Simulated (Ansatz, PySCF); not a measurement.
System: CHS, charge 0, multiplicity 2. It need not be the lowest isomer of its formula. SMILES: [C]S
Structure (B3LYP-D3(BJ)/def2-TZVP (Ansatz, an electronic-structure program) minimum search):
```
S
C 1 1.6417
H 1 1.3772 2 103.75
```
Charge 0, spin multiplicity 2.

Property: vertical electron affinity (to the triplet state of charge -1; a negative value means that the extra electron is unbound and the number depends on the basis; each state is the SCF solution reached for its spin), in eV. Correlated levels leave the core frozen unless marked. UHF or UKS for open shells. Spin-orbit coupling is left out. No relativistic terms. Anions need diffuse functions: aug- sets have them; def2-D sets add few. CBS(X,Y): correlation extrapolated as X^-3; Hartree-Fock from the larger set.

```tsv
level	program	vertical electron affinity (eV)
HF/def2-TZVPPD	Ansatz	-0.17
SVWN5/def2-TZVPD	Ansatz	0.49
M06-2X/def2-TZVPD	PySCF	0.36
CAM-B3LYP/def2-TZVPD	Ansatz	0.40
wB97M-V/def2-TZVPD	Ansatz	0.26
wB97X-V/def2-TZVPD	Ansatz	0.28
MP2/aug-cc-pV(D+d)Z	Ansatz	0.23
```

Question: What does CCSD(T)/CBS(aug-cc-pV(T+d)Z,aug-cc-pV(Q+d)Z) (Ansatz) give?

Answer: 0.35 eV, so MP2/aug-cc-pV(D+d)Z differs from it by -0.12 eV.
